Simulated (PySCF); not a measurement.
A geometry optimisation, step by step.

Species: C₅H₅N₃O.
SMILES with atom numbers: `[OH:1]/[CH:2]=[CH:3]/[c:4]1[n:5][cH:6][n:7][cH:8][n:9]1` (hydrogens: H10 on O1; H11 on C2; H12 on C3; H13 on C6; H14 on C8)

Computed by this run: PBE0-D3(BJ)/def2-SVP geometry optimisation, gas phase (PySCF); density fitting, grid level 2; the optimiser is geomeTRIC in internal coordinates, started from a GFN2-xTB structure. The frame can shift and turn from step to step; on so coarse a grid that alone can change the energy by a few meV, and forces under 0.02 eV/Å are noise.

Step 0: E = -11760.8944 eV, largest atomic force 0.708 eV/Å
```
atom  x, y, z in Å  |  force x, y, z in eV/Å
O1      3.413   -0.721    0.228   -0.013  -0.028   0.004
C2      2.081   -0.715    0.225    0.694   0.131  -0.043
C3      1.298    0.319   -0.109   -0.097   0.024  -0.006
C4     -0.138    0.235   -0.080   -0.127  -0.013  -0.009
N5     -0.824    1.327   -0.439    0.381   0.302  -0.096
C6     -2.134    1.213   -0.395   -0.021  -0.202   0.067
N7     -2.804    0.130   -0.032   -0.505  -0.004  -0.003
C8     -2.037   -0.898    0.301    0.008   0.114  -0.044
N9     -0.723   -0.911    0.297    0.318  -0.214   0.077
H10     3.763    0.139   -0.048   -0.142  -0.083   0.027
H11     1.656   -1.662    0.527   -0.186  -0.408   0.138
H12     1.705    1.272   -0.417    0.200   0.392  -0.127
H13    -2.716    2.080   -0.683   -0.276   0.423  -0.134
H14    -2.539   -1.810    0.602   -0.236  -0.434   0.148
```

Step 1: E = -11760.9219 eV, largest atomic force 0.155 eV/Å
```
atom  x, y, z in Å  |  force x, y, z in eV/Å
O1      3.345   -0.761    0.298    0.018   0.008  -0.001
C2      2.017   -0.738    0.297   -0.075  -0.130   0.036
C3      1.232    0.304   -0.039    0.044   0.080  -0.025
C4     -0.213    0.223   -0.007   -0.024  -0.013   0.010
N5     -0.903    1.318   -0.363    0.012   0.006  -0.002
C6     -2.220    1.196   -0.318   -0.028   0.079  -0.030
N7     -2.896    0.109    0.041   -0.019  -0.015   0.008
C8     -2.118   -0.920    0.376   -0.019  -0.055   0.019
N9     -0.797   -0.928    0.374    0.009  -0.010   0.000
H10     3.685    0.097    0.015    0.028   0.023  -0.007
H11     1.573   -1.690    0.609    0.022   0.053  -0.015
H12     1.652    1.265   -0.355   -0.015  -0.022   0.006
H13    -2.811    2.078   -0.605    0.025  -0.043   0.015
H14    -2.622   -1.847    0.683    0.021   0.040  -0.014
```

Step 2: E = -11760.9217 eV, largest atomic force 0.114 eV/Å
```
atom  x, y, z in Å  |  force x, y, z in eV/Å
O1      3.340   -0.760    0.298    0.033  -0.059   0.018
C2      2.011   -0.742    0.298    0.063   0.091  -0.027
C3      1.234    0.307   -0.041   -0.069  -0.055   0.019
C4     -0.212    0.223   -0.007   -0.006   0.033  -0.014
N5     -0.902    1.319   -0.364   -0.009   0.005  -0.002
C6     -2.220    1.197   -0.318    0.011  -0.007   0.006
N7     -2.894    0.108    0.042   -0.013  -0.003   0.000
C8     -2.115   -0.921    0.376   -0.003   0.006  -0.003
N9     -0.794   -0.928    0.373    0.000   0.003   0.000
H10     3.681    0.099    0.016   -0.015  -0.009   0.003
H11     1.566   -1.691    0.610    0.012   0.007  -0.003
H12     1.656    1.265   -0.356   -0.003  -0.010   0.003
H13    -2.810    2.077   -0.604    0.000  -0.003   0.000
H14    -2.618   -1.847    0.682   -0.001   0.001   0.000
```

Step 3: E = -11760.9221 eV, largest atomic force 0.065 eV/Å
```
atom  x, y, z in Å  |  force x, y, z in eV/Å
O1      3.342   -0.761    0.298    0.011  -0.028   0.008
C2      2.014   -0.741    0.297    0.029   0.056  -0.015
C3      1.234    0.306   -0.041   -0.027  -0.035   0.012
C4     -0.213    0.223   -0.007   -0.005   0.015  -0.008
N5     -0.903    1.319   -0.364   -0.002   0.002  -0.001
C6     -2.221    1.197   -0.318    0.011  -0.007   0.006
N7     -2.895    0.108    0.042   -0.008  -0.002   0.000
C8     -2.116   -0.920    0.376    0.000   0.005  -0.002
N9     -0.795   -0.928    0.373    0.002   0.003  -0.001
H10     3.685    0.097    0.016   -0.009  -0.005   0.002
H11     1.568   -1.690    0.610    0.005  -0.001   0.000
H12     1.654    1.265   -0.356   -0.001  -0.003   0.001
H13    -2.811    2.077   -0.604   -0.002   0.000  -0.001
H14    -2.619   -1.847    0.682   -0.002  -0.001   0.001
```

Step 4: E = -11760.9222 eV, largest atomic force under 0.02 eV/Å
```
atom  x, y, z in Å  |  force x, y, z in eV/Å
O1      3.344   -0.761    0.298    0.003  -0.003   0.002
C2      2.016   -0.740    0.298   -0.009  -0.008   0.001
C3      1.233    0.305   -0.040    0.002   0.003  -0.002
C4     -0.213    0.222   -0.007    0.003  -0.002   0.004
N5     -0.902    1.319   -0.363   -0.004  -0.003   0.001
C6     -2.220    1.197   -0.318   -0.007   0.014  -0.008
N7     -2.896    0.109    0.042    0.002  -0.002   0.002
C8     -2.118   -0.920    0.376   -0.001  -0.005   0.002
N9     -0.797   -0.928    0.373    0.002   0.000  -0.002
H10     3.686    0.098    0.016    0.004   0.003  -0.001
H11     1.573   -1.690    0.610    0.002   0.004  -0.001
H12     1.652    1.264   -0.356   -0.001  -0.001   0.000
H13    -2.810    2.078   -0.604    0.001  -0.003   0.002
H14    -2.622   -1.846    0.682    0.002   0.003  -0.001
```

Q: Summarise the path.

A: The energy falls by 0.0278 eV from step 0 to step 4; nine tenths of that is first reached at step 1. It never rises by more than 0.2 meV. The largest force goes from 0.708 to under 0.02 eV/Å. Among the bonds C6–H13 changes most (a near tie, within 0.001 Å, with another), from 1.084 to 1.098 Å; the atoms move by 0.016 Å rms after alignment.

Q: Follow the three bonds and two angles with the largest change from start to end.

A: 
```json
{"step": "0", "E above end (eV)": "0.0278", "largest force (eV/Å)": "0.708", "C6–H13 (Å)": "1.084", "C8–H14 (Å)": "1.084", "C2–H11 (Å)": "1.081", "C2–O1–H10 (°)": "110.9", "C3–C2–H11 (°)": "121.1"}
{"step": "1", "E above end (eV)": "0.0003", "largest force (eV/Å)": "0.155", "C6–H13 (Å)": "1.099", "C8–H14 (Å)": "1.099", "C2–H11 (Å)": "1.096", "C2–O1–H10 (°)": "109.7", "C3–C2–H11 (°)": "120.5"}
{"step": "2", "E above end (eV)": "0.0005", "largest force (eV/Å)": "0.114", "C6–H13 (Å)": "1.098", "C8–H14 (Å)": "1.098", "C2–H11 (Å)": "1.094", "C2–O1–H10 (°)": "109.9", "C3–C2–H11 (°)": "120.8"}
{"step": "3", "E above end (eV)": "0.0001", "largest force (eV/Å)": "0.065", "C6–H13 (Å)": "1.098", "C8–H14 (Å)": "1.098", "C2–H11 (Å)": "1.094", "C2–O1–H10 (°)": "109.9", "C3–C2–H11 (°)": "120.6"}
{"step": "4", "E above end (eV)": "0.0000", "largest force (eV/Å)": "under 0.02", "C6–H13 (Å)": "1.098", "C8–H14 (Å)": "1.098", "C2–H11 (Å)": "1.094", "C2–O1–H10 (°)": "109.8", "C3–C2–H11 (°)": "120.6"}
```

What follows is the cost of the whole optimisation. Time: 40 s wall; peak memory 0.73 GiB. Hardware: Arm Neoverse V2, one thread, on a shared host.
